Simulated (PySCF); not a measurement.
A structure optimised at PBE-D3(BJ)/def2-SVP, used in a PySCF frequency run:

```xyz
17

Si    -1.6668    -1.1885     0.8310
C     -0.5204     0.3013     0.5534
Si    -0.9915     1.5155    -0.8623
C      0.8205     1.0449    -1.2631
N      0.7298     0.0102    -0.2058
Si     2.1265    -0.8515     0.4146
H     -1.0461    -2.2398     1.7124
H     -2.9354    -0.7062     1.4886
H     -2.0043    -1.8144    -0.4950
H     -0.3582     0.8533     1.5136
H     -2.0309     1.0106    -1.8255
H     -1.3018     2.9418    -0.4978
H      1.5532     1.8610    -1.0484
H      1.0492     0.6354    -2.2711
H      1.6407    -2.0347     1.2036
H      2.9525    -1.2923    -0.7631
H      3.0177    -0.0197     1.3155
```
Charge 0, spin multiplicity 1.

**Question.** Write its SMILES and formula.

**Answer.** [SiH3][C@@H]1[SiH2]CN1[SiH3], C2H11NSi3

**Question.** What are its rotational constants (standard atomic weights)?

**Answer.** 2.0233, 1.5620, 0.94756 GHz
